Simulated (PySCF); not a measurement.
```xyz
8

N     -1.6284    -0.3782     0.0468
Ga    -0.0008     0.4585    -0.0021
N      1.6260    -0.3800    -0.0450
Cl     0.0002     2.6211    -0.0098
H     -1.6996    -1.3237    -0.3208
H     -2.4351     0.1736    -0.2336
H      2.4332     0.1731     0.2315
H      1.6964    -1.3229     0.3294
```

Charge 0, multiplicity 1.

Q: Give the Mulliken and meta-Löwdin atomic charges from PBE-D3(BJ)/def2-TZVP in PySCF.

A: 
| atom | Mulliken (e) | meta-Löwdin (e) |
|---|---|---|
| N1 | -0.56 | -0.65 |
| Ga2 | 0.49 | 0.66 |
| N3 | -0.56 | -0.65 |
| Cl4 | -0.29 | -0.30 |
| H5 | 0.23 | 0.23 |
| H6 | 0.24 | 0.24 |
| H7 | 0.24 | 0.24 |
| H8 | 0.23 | 0.23 |
